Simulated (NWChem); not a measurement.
System: ZrF₃ cation; SMILES [F][Zr+]([F])[F]

NWChem printed, in part:

```
             Northwest Computational Chemistry Package (NWChem) 7.3.0
             --------------------------------------------------------

 C3V symmetry detected

                             Geometry "geometry" -> ""
                             -------------------------

 Output coordinates in angstroms (scale by  1.889725989 to convert to a.u.)

  No.       Tag          Charge          X              Y              Z
 ---- ---------------- ---------- -------------- -------------- --------------
    1 Zr                  40.0000     0.00000000     0.00000000     0.23562739
    2 F                    9.0000     1.23442530     1.23442530    -0.34907761
    3 F                    9.0000     0.45183102    -1.68625632    -0.34907761
    4 F                    9.0000    -1.68625632     0.45183102    -0.34907761

 Effective nuclear repulsion energy (a.u.)     352.9528995678

      Symmetry information
      --------------------

 Group name             C3v
 Group number             17
 Group order               6
 No. of unique centers     2

                                 NWChem DFT Module
                                 -----------------

 Summary of "ao basis" -> "ao basis" (spherical)
 ------------------------------------------------------------------------------
       Tag                 Description            Shells   Functions and Types
 ---------------- ------------------------------  ------  ---------------------
 Zr                        def2-tzvp                14       40   6s4p3d1f
 F                         def2-tzvp                11       31   5s3p2d1f

      Symmetry analysis of basis
      --------------------------

        a1         36
        a2         11
        e          86

  Rotation of axis

            General Information
            -------------------
          SCF calculation type: DFT
          Wavefunction type:  closed shell.
          No. of atoms     :     4
          No. of electrons :    38
           Alpha electrons :    19
            Beta electrons :    19
          Charge           :     1
          Spin multiplicity:     1
          Use of symmetry is: on ; symmetry adaption is: on
          Maximum number of iterations: 150
          AO basis - number of functions:   133
                     number of shells:    47
          Convergence on energy requested:  1.00D-06
          Convergence on density requested:  1.00D-05
          Convergence on gradient requested:  5.00D-04

              XC Information
              --------------
                      HCTH407 Method XC Functional
                      HCTH407  Exchange Functional  1.000
                   HCTH407  Correlation Functional  1.000

             Grid Information
             ----------------
          Grid used for XC integration:  medium
          Radial quadrature: Mura-Knowles
          Angular quadrature: Lebedev.
          Tag              B.-S. Rad. Rad. Pts. Rad. Cut. Ang. Pts.
          ---              ---------- --------- --------- ---------
          Zr                  1.55      123          10.0       590
          F                   0.50       49           8.0       434
          Grid pruning is: on
          Number of quadrature shells:   172
          Spatial weights used:  Erf1

      Superposition of Atomic Density Guess
      -------------------------------------

 Sum of atomic energies:        -351.71764316

 Renormalizing density from      39.00 to     38

      Non-variational initial energy
      ------------------------------

 Total energy =    -339.280672
 1-e energy   =    -744.555916
 2-e energy   =     269.620320
 HOMO         =      -1.027916
 LUMO         =      -0.354730

      Symmetry analysis of molecular orbitals - initial
      -------------------------------------------------

  Numbering of irreducible representations:

     1 a1          2 a2          3 e

  Orbital symmetries:

     1 a1          2 e           3 e           4 a1          5 e
     6 e           7 a1          8 a1          9 e          10 e
    11 e          12 e          13 a1         14 e          15 e
    16 a2         17 a1         18 e          19 e          20 a1
    21 e          22 e          23 a1         24 e          25 e
    26 a1         27 e          28 e          29 a1

     ---------------------------------------------
      Total Density - Mulliken Population Analysis
     ---------------------------------------------

    Atom       Charge   Shell Charges
 -----------   ------   -------------------------------------------------------
    1 Zr  12     8.84   0.03 -0.36  1.62  0.74  0.07  0.01  5.20  0.85  0.03  0.00  0.28  0.27 -0.01  0.11
    2 F    9     9.72   0.78  1.20  0.66  1.03  0.30  2.61  2.42  0.73  0.00  0.01  0.00
    3 F    9     9.72   0.78  1.20  0.66  1.03  0.30  2.61  2.42  0.73  0.00  0.01  0.00
    4 F    9     9.72   0.78  1.20  0.66  1.03  0.30  2.61  2.42  0.73  0.00  0.01  0.00

   convergence    iter        energy       DeltaE   RMS-Dens  Diis-err
 ---------------- ----- ----------------- --------- --------- ---------
 d= 0,ls=0.0,diis     1   -346.1841330584 -4.82D+02  3.89D-02  5.82D+00
 d= 0,ls=0.0,diis     2   -331.2096571338  1.50D+01  3.49D-02  1.37D+02
 d= 0,ls=0.0,diis     3   -346.7231495625 -1.55D+01  2.67D-03  6.62D-01
 d= 0,ls=0.0,diis     4   -346.7505505864 -2.74D-02  1.19D-03  1.30D-01
 d= 0,ls=0.0,diis     5   -346.7648386902 -1.43D-02  2.91D-04  1.13D-02
  Resetting Diis
 d= 0,ls=0.0,diis     6   -346.7658844766 -1.05D-03  2.72D-05  9.50D-05
 d= 0,ls=0.0,diis     7   -346.7658909242 -6.45D-06  2.80D-05  1.00D-05
 d= 0,ls=0.0,diis     8   -346.7658859895  4.93D-06  2.14D-05  6.70D-05
 d= 0,ls=0.0,diis     9   -346.7658917303 -5.74D-06  3.55D-06  1.42D-06
 d= 0,ls=0.0,diis    10   -346.7658918568 -1.26D-07  2.97D-07  1.26D-08

         Total DFT energy =     -346.765891856775
      One electron energy =     -758.765381089056
           Coulomb energy =      313.633852425937
    Exchange-Corr. energy =      -37.289287370076
 Nuclear repulsion energy =      135.654924176420

 Numeric. integr. density =       37.999996817381

                  Occupations of the irreducible representations
                  ----------------------------------------------

                     irrep           alpha         beta
                     --------     --------     --------
                     a1                6.0          6.0
                     a2                1.0          1.0
                     e                12.0         12.0

                       DFT Final Molecular Orbital Analysis
                       ------------------------------------

 Vector   17  Occ=2.000000D+00  E=-6.075651D-01  Symmetry=a2
              MO Center=  4.6D-13,  3.3D-12, -3.4D-01, r^2= 3.4D+00
   Bfn.  Coefficient  Atom+Function         Bfn.  Coefficient  Atom+Function
  ----- ------------  ---------------      ----- ------------  ---------------
    77      0.284670  3 F  px               109     -0.284670  4 F  py
    80      0.233677  3 F  px               112     -0.233677  4 F  py
    46     -0.208393  2 F  px                47      0.208393  2 F  py
    49     -0.171063  2 F  px                50      0.171063  2 F  py
    83      0.149235  3 F  px               115     -0.149235  4 F  py

 Vector   18  Occ=2.000000D+00  E=-6.069117D-01  Symmetry=e
              MO Center= -5.0D-02, -2.1D-02, -3.4D-01, r^2= 3.5D+00
   Bfn.  Coefficient  Atom+Function         Bfn.  Coefficient  Atom+Function
  ----- ------------  ---------------      ----- ------------  ---------------
   110      0.268470  4 F  pz               113      0.222512  4 F  pz
    79     -0.213049  3 F  pz                47      0.209220  2 F  py
    46     -0.180697  2 F  px                82     -0.176578  3 F  pz
    50      0.173990  2 F  py                77     -0.159071  3 F  px
     7      0.156710  1 Zr px                49     -0.149027  2 F  px

 Vector   19  Occ=2.000000D+00  E=-6.069117D-01  Symmetry=e
              MO Center=  5.0D-02,  2.1D-02, -3.4D-01, r^2= 3.5D+00
   Bfn.  Coefficient  Atom+Function         Bfn.  Coefficient  Atom+Function
  ----- ------------  ---------------      ----- ------------  ---------------
    48      0.278005  2 F  pz               109      0.265756  4 F  py
    51      0.230415  2 F  pz                77      0.221706  3 F  px
   112      0.220560  4 F  py                79     -0.186998  3 F  pz
    80      0.184491  3 F  px                 8     -0.156710  1 Zr py
    82     -0.154987  3 F  pz                54      0.144189  2 F  pz

 Vector   20  Occ=0.000000D+00  E=-3.930734D-01  Symmetry=a1
              MO Center= -7.6D-14,  5.2D-15,  6.6D-01, r^2= 2.1D+00
   Bfn.  Coefficient  Atom+Function         Bfn.  Coefficient  Atom+Function
  ----- ------------  ---------------      ----- ------------  ---------------
     5      0.586256  1 Zr s                 21      0.530911  1 Zr d  0
    26      0.344826  1 Zr d  0               3     -0.329591  1 Zr s
    15      0.212081  1 Zr pz                 2      0.155049  1 Zr s
     9     -0.130834  1 Zr pz                 4     -0.124808  1 Zr s
    31      0.076394  1 Zr d  0              48      0.070923  2 F  pz

 Vector   21  Occ=0.000000D+00  E=-3.530552D-01  Symmetry=e
              MO Center= -6.7D-02,  1.2D-02,  3.2D-01, r^2= 1.8D+00
   Bfn.  Coefficient  Atom+Function         Bfn.  Coefficient  Atom+Function
  ----- ------------  ---------------      ----- ------------  ---------------
    22      0.585323  1 Zr d  1              27      0.365764  1 Zr d  1
    23      0.195275  1 Zr d  2              20      0.182191  1 Zr d -1
    13     -0.160315  1 Zr px               110     -0.133564  4 F  pz
     7      0.119486  1 Zr px                25      0.113850  1 Zr d -1
   116     -0.110569  4 F  pz                28      0.104997  1 Zr d  2

[...]
```

Level: HCTH/407/def2-TZVP with def2 effective core potentials on Zr. The geometry was optimised at PBE0/def2-SVP. This spin state was assumed; another may lie lower. def2 effective core potentials on Zr; no spin-orbit coupling.

**Question.** Which NWChem input produces such a log?

**Answer.** One answer among several that fit: the input that was run:
```
start job
memory heap 200 mb stack 900 mb global 1100 mb
charge 1
geometry units angstroms noautoz
  Zr     0.000000     0.000000     0.199470
  F      1.666124    -0.521194    -0.385235
  F     -1.284429    -1.182309    -0.385235
  F     -0.381695     1.703502    -0.385235
end
basis spherical
  Zr library def2-tzvp
  F library def2-tzvp
end
ecp
  Zr library def2-ecp
end
dft
  xc hcth407
  iterations 150
  mulliken
end
task dft energy
```
